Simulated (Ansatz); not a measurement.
System: C$_{4}$H$_{3}$BrSe (charge 0, singlet). SMILES: Brc1cc[se]c1
Geometry from a B3LYP-D3(BJ)/def2-TZVP (Ansatz, a program for electronic structure) optimisation:
```
C
C 1 1.3544
H 2 1.0761 1 127.80
C 1 1.4284 2 116.47 3 -180.00
C 4 1.3560 1 113.84 2 0.00
H 5 1.0774 4 127.36 1 180.00
H 4 1.0801 5 123.68 6 0.00
Se 2 1.8702 3 121.67 1 -180.00
Br 1 1.9019 2 122.41 3 0.00
```
Charge 0, spin multiplicity 1.

Property: vertical triplet-singlet gap (E(triplet) - E(singlet); each state is the SCF solution reached for its spin; the UHF <S^2> is 2.21 for the triplet (pure: 2.00); for the singlet the Hartree-Fock reference is unstable and T1 is 0.013), in kJ/mol. Correlated levels leave the core frozen unless marked. Open shells are spin-unrestricted. No spin-orbit coupling. The frozen core is the preceding noble-gas configuration, with the filled d and f shells of earlier blocks. Non-relativistic. CBS marks a two-point X^-3 extrapolation of the correlation energy; Hartree-Fock from the larger set. [CCSD(T)-MP2]/basis is that difference in the basis named.

```tsv
level	program	vertical triplet-singlet gap (kJ/mol)
HF/aug-cc-pVTZ	Ansatz	264.3
```

Task: Predict the RI-MP2/CBS(aug-cc-pVTZ,aug-cc-pVQZ)+[CCSD(T)-MP2]/aug-cc-pVTZ result (Ansatz).

Result: 372.5 kJ/mol
